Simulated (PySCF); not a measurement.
A GIAO shielding run with PySCF 2.14.0 with density-fitted response routines (density fitting, non-relativistic, gas phase) on `C#CPc1ccc(OC)cc1`, C₉H₉OP:

```
$ OMP_NUM_THREADS=1 python probes_run.py task.json out

{"job": {"kind": "nmr", "xc": "PBE0", "basis": "pcSseg-1"}, "charge": 0, "multiplicity": 1}
C      4.201647     1.303956    -0.402069
C      3.659614     0.232512    -0.469416
P      2.923131    -1.346772    -0.755523
C      1.192077    -0.884733    -0.370614
C      0.590235     0.163975    -1.052583
C     -0.731911     0.498234    -0.822877
C     -1.483261    -0.232469     0.091997
O     -2.788471     0.004767     0.397734
C     -3.453943     1.056958    -0.257190
C     -0.885403    -1.299194     0.766114
C      0.432711    -1.622378     0.533293
H      4.660506     2.243159    -0.290762
H      3.213674    -1.837921     0.528629
H      1.168321     0.736881    -1.764861
H     -1.162967     1.327029    -1.362118
H     -4.469569     1.054188     0.135835
H     -3.486288     0.899550    -1.340070
H     -2.986632     2.023870    -0.044180
H     -1.479316    -1.857179     1.473009
H      0.880697    -2.453754     1.060605
```

Hardware: 1 thread of an Arm Neoverse V1, shared host. The job also computes population analyses, field gradients, ring-centre shieldings.

Q: How large is the calculation?

A: 86 electrons, 239 basis functions and 1255 auxiliary functions.

Q: How long does it take, and how much memory does it need?

A: 53 s of wall time, with 15 SCF cycles and 5 response iterations; peak memory 1.1 GiB. Times on a shared host scatter by some tens of per cent.
